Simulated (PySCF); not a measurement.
PySCF input for C2H6Te, SMILES C[Te]C (connectivity only; charge and spin as stated), charge +1, multiplicity 2, B3LYP-D3(BJ)/def2-SVP. Geometry: B3LYP-D3(BJ)/def2-SVP. The multiplicity is an assumed one; other spin states were not compared. The def2 effective core potentials stand for the cores of Te; spin–orbit coupling is left out.

```python
import numpy as np
from pyscf import gto, scf, dft, df
from pyscf.hessian import thermo

mol = gto.M(
    atom='''
    C     1.59783239   -0.00000000    1.05076551
    Te   -0.00000000   -0.00000000   -0.39006035
    C    -1.59783238    0.00000000    1.05076552
    H     1.49451785    0.90456158    1.66828274
    H     2.54744970    0.00000000    0.50041041
    H     1.49451784   -0.90456156    1.66828275
    H    -1.49451784    0.90456157    1.66828274
    H    -2.54744970   -0.00000000    0.50041041
    H    -1.49451784   -0.90456157    1.66828275
    ''',
    basis='def2-SVP',
    ecp={'Te': 'def2-svp'},
    charge=1,
    spin=1,
    max_memory=1600,
    verbose=3,
)
mf = dft.UKS(mol, xc='b3lyp').density_fit(auxbasis='def2-universal-jkfit')
mf.disp = 'd3bj'
mf.grids.level = 3
mf.conv_tol = 1e-11
mf.max_cycle = 100
mf.kernel()
fine, coarse = mf.grids, dft.Grids(mol).set(level=1).build(with_non0tab=True)
for _ in range(3):  # follow internal instabilities
    mf.grids = coarse
    mo, _, stable, _ = mf.stability(return_status=True, nroots=4)
    mf.grids = fine
    if stable:
        break
    mf.kernel(mf.make_rdm1(mo, mf.mo_occ))

# analytic Hessian; the response equations are solved on a coarser grid
h, args, fine = mf.Hessian(), (mf.mo_energy, mf.mo_coeff, mf.mo_occ), mf.grids
h.max_memory = max(150, 2.5e-5 * df.make_auxmol(mol, mf.with_df.auxbasis).nao * mol.nelec[0] * (mol.nelec[0] + mol.nao))  # MB; small integral blocks
h1ao = h.make_h1(mf.mo_coeff, mf.mo_occ)
mf.grids = dft.Grids(mol).set(level=1).build(with_non0tab=True)
mo1, mo_e1 = h.solve_mo1(*args, h1ao)
mf.grids = fine
hess = h.hess_elec(*args, mo1, mo_e1, h1ao) + h.hess_nuc()
if mf.do_disp():
    hess += h.get_dispersion()
for i in range(mol.natm):  # the analytic DFT Hessian lacks the response of the grid: restore translational invariance
    hess[i, i] -= hess[i].sum(axis=0)
hess = (hess + hess.transpose(1, 0, 3, 2)) / 2
vib = thermo.harmonic_analysis(mol, hess, imaginary_freq=False)
thermo.dump_normal_mode(mol, vib)
th = thermo.thermo(mf, vib['freq_au'][vib['freq_au'] > 0], 298.15, 101325)
thermo.dump_thermo(mol, th)
g0 = mf.nuc_grad_method().set(verbose=0).kernel()

# dipole derivatives [dipole axis, atom, xyz] from the same response
r, irp = mol.intor('int1e_r'), mol.intor('int1e_irp').reshape(3, 3, mol.nao, mol.nao)
sl, dm0, ok = mol.aoslice_by_atom(), np.array(mf.make_rdm1()), []
dmu = np.einsum('a,xt->xat', mol.atom_charges(), np.eye(3))
for a, (_, _, p0, p1) in enumerate(sl):
    dmu[:, a] += 2 * np.einsum('xtij,ij->xt', irp[:, :, :, p0:p1], dm0.reshape(-1, mol.nao, mol.nao).sum(0)[:, p0:p1])
    for u, c, occ, f in zip(mo1, mf.mo_coeff, mf.mo_occ, (2, 2)):
        dmu[:, a] -= f * np.einsum('tui,xuv,vi->xt', u[a], r, c[:, occ > 0], optimize=True)
L = vib['norm_mode']
ir = 974.8801 * (np.einsum('xat,kat->kx', dmu, L) ** 2).sum(1)       # km/mol
apt = np.einsum('xax->a', dmu) / 3
print('mode   freq/cm-1   IR/(km/mol)')
for k, w in enumerate(vib['freq_wavenumber']):
    print(f'{k + 1:4d} {w:11.2f} {ir[k]:13.3f}')
print('max |gradient| / (hartree/bohr):', abs(g0).max())
print('APT charges:', apt.round(4))
```

Log of the run:

```

WARN: HOMO -0.793615598146877 >= LUMO -0.793615598146877

converged SCF energy = -347.584438773235  <S^2> = 0.75266884  2S+1 = 2.0026671
<class 'pyscf.df.df_jk.DFUKS'> wavefunction is stable in the internal stability analysis

WARN: DFTD3 does not support analytical Hessian, using finite difference


WARN: Mole.unit (angstrom) is changed to Bohr

Mode                                 0                   1                   2
Irrep
Freq [cm^-1]                       75.9668            100.6942            176.3244
Reduced mass [au]                   1.0272              1.0594              2.7891
Force const [Dyne/A]                0.0035              0.0063              0.0511
Char temp [K]                     109.2993            144.8765            253.6916
Normal mode                   x     y     z       x     y     z       x     y     z
       0   C                -0.00  0.03 -0.00    0.00 -0.04 -0.00    0.12  0.00 -0.11
       1  Te                 0.00  0.00 -0.00    0.00  0.01  0.00    0.00 -0.00  0.03
       2   C                -0.00 -0.03  0.00   -0.00 -0.04 -0.00   -0.12  0.00 -0.11
       3   H                 0.22  0.24 -0.28    0.24  0.16 -0.25    0.20  0.00 -0.09
       4   H                 0.00 -0.35  0.00    0.00 -0.43 -0.00    0.04  0.00 -0.23
       5   H                -0.22  0.24  0.28   -0.24  0.16  0.25    0.20 -0.00 -0.09
       6   H                 0.22 -0.24  0.28   -0.24  0.16 -0.25   -0.20  0.00 -0.09
       7   H                 0.00  0.35 -0.00   -0.00 -0.43 -0.00   -0.04  0.00 -0.23
       8   H                -0.22 -0.24 -0.28    0.24  0.16  0.25   -0.20 -0.00 -0.09
Mode                                 3                   4                   5
Irrep
Freq [cm^-1]                      504.7633            510.9324            776.2022
Reduced mass [au]                   5.0887              5.1767              1.1331
Force const [Dyne/A]                0.7639              0.7962              0.4022
Char temp [K]                     726.2420            735.1179           1116.7821
Normal mode                   x     y     z       x     y     z       x     y     z
       0   C                -0.14 -0.00 -0.12   -0.13 -0.00 -0.12    0.00 -0.07 -0.00
       1  Te                 0.00 -0.00  0.03    0.03 -0.00 -0.00   -0.00  0.01 -0.00
       2   C                 0.14  0.00 -0.12   -0.13  0.00  0.12    0.00 -0.07  0.00
       3   H                -0.11 -0.01 -0.10   -0.11 -0.01 -0.10   -0.30  0.11 -0.31
       4   H                -0.12  0.00 -0.10   -0.11  0.00 -0.09    0.00  0.18  0.00
       5   H                -0.11  0.01 -0.10   -0.11  0.01 -0.10    0.30  0.11  0.31
       6   H                 0.11 -0.01 -0.10   -0.11  0.01  0.10    0.30  0.11 -0.31
       7   H                 0.12  0.00 -0.10   -0.11 -0.00  0.09    0.00  0.18 -0.00
       8   H                 0.11  0.01 -0.10   -0.11 -0.01  0.10   -0.30  0.11  0.31
Mode                                 6                   7                   8
Irrep
Freq [cm^-1]                      793.0877            811.7857            920.7198
Reduced mass [au]                   1.1283              1.1327              1.2137
Force const [Dyne/A]                0.4182              0.4398              0.6062
Char temp [K]                    1141.0766           1167.9788           1324.7108
Normal mode                   x     y     z       x     y     z       x     y     z
       0   C                -0.00 -0.07  0.00    0.05 -0.00 -0.05    0.06  0.00 -0.06
       1  Te                 0.00  0.00  0.00   -0.00 -0.00 -0.00   -0.00  0.00  0.01
       2   C                -0.00  0.07 -0.00    0.05  0.00  0.05   -0.06 -0.00 -0.06
       3   H                -0.31  0.11 -0.31   -0.30 -0.04 -0.06   -0.28 -0.04 -0.06
       4   H                -0.00  0.17 -0.00    0.31  0.00  0.39    0.31  0.00  0.37
       5   H                 0.31  0.11  0.31   -0.30  0.04 -0.06   -0.28  0.04 -0.06
       6   H                -0.31 -0.11  0.31   -0.30  0.04  0.06    0.28 -0.04 -0.06
       7   H                -0.00 -0.17  0.00    0.31 -0.00 -0.39   -0.31  0.00  0.37
       8   H                 0.31 -0.11 -0.31   -0.30 -0.04  0.06    0.28  0.04 -0.06
Mode                                 9                  10                  11
Irrep
Freq [cm^-1]                     1243.0400           1261.0911           1399.1419
Reduced mass [au]                   1.1482              1.1446              1.0573
Force const [Dyne/A]                1.0453              1.0725              1.2194
Char temp [K]                    1788.4578           1814.4293           2013.0537
Normal mode                   x     y     z       x     y     z       x     y     z
       0   C                 0.05 -0.00  0.05   -0.05 -0.00 -0.05   -0.04  0.00  0.03
       1  Te                 0.00 -0.00 -0.00   -0.00  0.00 -0.00   -0.00  0.00 -0.00
       2   C                 0.05  0.00 -0.05    0.05  0.00 -0.05   -0.04 -0.00 -0.03
       3   H                -0.29  0.13 -0.21    0.29 -0.13  0.22    0.18  0.26 -0.32
       4   H                -0.18  0.00 -0.33    0.18 -0.00  0.32    0.10 -0.00  0.24
       5   H                -0.29 -0.13 -0.21    0.29  0.13  0.22    0.18 -0.26 -0.32
       6   H                -0.29 -0.13  0.21   -0.29 -0.13  0.22    0.18 -0.26  0.32
       7   H                -0.18 -0.00  0.33   -0.18 -0.00  0.32    0.10  0.00 -0.24
       8   H                -0.29  0.13  0.21   -0.29  0.13  0.22    0.18  0.26  0.32
Mode                                12                  13                  14
Irrep
Freq [cm^-1]                     1403.2500           1414.9211           1419.6640
Reduced mass [au]                   1.0635              1.0509              1.0581
Force const [Dyne/A]                1.2339              1.2396              1.2564
Char temp [K]                    2018.9643           2035.7565           2042.5805
Normal mode                   x     y     z       x     y     z       x     y     z
       0   C                -0.00 -0.05  0.00   -0.03  0.00  0.03    0.00  0.05 -0.00
       1  Te                 0.00  0.00 -0.00   -0.00  0.00  0.00   -0.00  0.00 -0.00
       2   C                -0.00  0.05 -0.00    0.03  0.00  0.03   -0.00  0.05 -0.00
       3   H                 0.30  0.05 -0.08    0.18  0.25 -0.32   -0.31 -0.05  0.07
       4   H                 0.00  0.52  0.00    0.11 -0.00  0.25   -0.00 -0.52 -0.00
       5   H                -0.30  0.05  0.08    0.18 -0.25 -0.32    0.31 -0.05 -0.07
       6   H                 0.30 -0.05  0.08   -0.18  0.25 -0.32    0.31 -0.05  0.07
       7   H                 0.00 -0.52 -0.00   -0.11 -0.00  0.25    0.00 -0.52 -0.00
       8   H                -0.30 -0.05 -0.08   -0.18 -0.25 -0.32   -0.31 -0.05 -0.07
Mode                                15                  16                  17
Irrep
Freq [cm^-1]                     3043.9855           3045.5604           3163.5874
Reduced mass [au]                   1.0273              1.0271              1.1070
Force const [Dyne/A]                5.6084              5.6131              6.5275
Char temp [K]                    4379.6174           4381.8834           4551.6979
Normal mode                   x     y     z       x     y     z       x     y     z
       0   C                -0.02 -0.00 -0.02   -0.02  0.00 -0.02    0.00 -0.06  0.00
       1  Te                -0.00  0.00 -0.00    0.00  0.00 -0.00    0.00 -0.00  0.00
       2   C                -0.02 -0.00  0.02    0.02 -0.00 -0.02    0.00 -0.06  0.00
       3   H                -0.05  0.36  0.23   -0.05  0.35  0.23   -0.05  0.39  0.27
       4   H                 0.29 -0.00 -0.18    0.30 -0.00 -0.18   -0.00 -0.01  0.00
       5   H                -0.05 -0.36  0.23   -0.05 -0.35  0.23    0.05  0.39 -0.27
       6   H                -0.05 -0.36 -0.23    0.05  0.35  0.23    0.05  0.39  0.27
       7   H                 0.29  0.00  0.18   -0.30 -0.00 -0.18   -0.00 -0.01 -0.00
       8   H                -0.05  0.36 -0.23    0.05 -0.35  0.23   -0.05  0.39 -0.27
Mode                                18                  19                  20
Irrep
Freq [cm^-1]                     3164.4880           3191.7263           3193.5761
Reduced mass [au]                   1.1084              1.1088              1.1114
Force const [Dyne/A]                6.5397              6.6553              6.6782
Char temp [K]                    4552.9937           4592.1835           4594.8450
Normal mode                   x     y     z       x     y     z       x     y     z
       0   C                -0.00 -0.06  0.00   -0.05  0.00  0.05    0.05 -0.00 -0.05
       1  Te                 0.00  0.00 -0.00    0.00 -0.00 -0.00   -0.00  0.00  0.00
       2   C                -0.00  0.06 -0.00   -0.05 -0.00 -0.05   -0.05 -0.00 -0.05
       3   H                -0.05  0.39  0.27    0.02 -0.19 -0.12   -0.02  0.20  0.12
       4   H                 0.00 -0.01 -0.00    0.50  0.00 -0.30   -0.50 -0.00  0.30
       5   H                 0.05  0.39 -0.27    0.02  0.19 -0.12   -0.02 -0.20  0.12
       6   H                -0.05 -0.39 -0.27    0.02  0.19  0.12    0.02  0.20  0.12
       7   H                 0.00  0.01  0.00    0.50 -0.00  0.30    0.50 -0.00  0.30
       8   H                 0.05 -0.39  0.27    0.02 -0.19  0.12    0.02 -0.20  0.12
temperature 298.1500 [K]
pressure 101325.00 [Pa]
Rotational constants [GHz] 8.54062 5.82787 3.62818
Symmetry number 2
Zero-point energy (ZPE) 0.07202 [Eh]   189096.752 [J/mol]
                           tot       elec      trans        rot        vib
Entropy [J/mol/K]       326.547      5.763    171.859     98.797     50.128
Cv [J/mol/K]             72.913      0.000     12.472     12.472     47.969
Cp [J/mol/K]             81.227      0.000     20.786     12.472     47.969
Internal energy [J/mol]                      3718.434   3718.434 196703.647
Internal energy [Eh]   -347.50669  -347.58444
Enthalpy [J/mol]                             6197.391   3718.434 196703.647
Enthalpy [Eh]          -347.50574
Gibbs free energy [J/mol]                  -45042.329 -25737.942 181757.957
Gibbs free energy [Eh] -347.54282
mode   freq/cm-1   IR/(km/mol)
   1       75.97         0.000
   2      100.69         0.029
   3      176.32         0.052
   4      504.76         0.134
   5      510.93         0.027
   6      776.20         3.843
   7      793.09         0.000
   8      811.79         2.282
   9      920.72        17.597
  10     1243.04         8.901
  11     1261.09         0.001
  12     1399.14        10.031
  13     1403.25         0.000
  14     1414.92        14.590
  15     1419.66        40.989
  16     3043.99        16.596
  17     3045.56         6.630
  18     3163.59        15.502
  19     3164.49         0.000
  20     3191.73         6.504
  21     3193.58        18.940
max |gradient| / (hartree/bohr): 2.389408437719181e-05
APT charges: [-0.0638  0.7302 -0.0638  0.0584  0.082   0.0584  0.0584  0.082   0.0584]
```

The calculation finished and met its thresholds.

Cost: roughly 2.5 core-minutes.
